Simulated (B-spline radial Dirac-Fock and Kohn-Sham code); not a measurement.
## Binding energies of Au in different valence configurations

Method: multi-electron Dirac-Fock with separately optimised hole states, Breit and Lamb-shift corrections added in first order. Computed with a B-spline atomic structure program. Correlation and solid-state effects are left out.

Reference: the tabulated ground configuration [Xe] 4f14 5d10 6s1, with 1s 80726.6 eV, 2s 14368.3 eV, 3s 3440.7 eV, 3d3/2 2299.3 eV, 4d3/2 363.0 eV, 5p3/2 65.69 eV, Kα1 68800.4 eV, Kβ1 77969.9 eV.

**Question.** One of these configurations gives the following shifts from the reference, in eV: average energy +1.92, 1s +3.92, 2s +4.10, 3s +4.08, 3d3/2 +4.02, 4d3/2 +3.96, 5p3/2 +3.06, Kα1 -0.15, Kβ1 -0.11. Which?
A. [Xe] 4f14 5d9 6s2
B. [Xe] 4f14 5d9 6s1 6p1
C. [Xe] 4f14 5d10 6p1

**Answer.** A. The others give [Xe] 4f14 5d9 6s1 6p1: 1s +5.80; [Xe] 4f14 5d10 6p1: 1s +2.21.
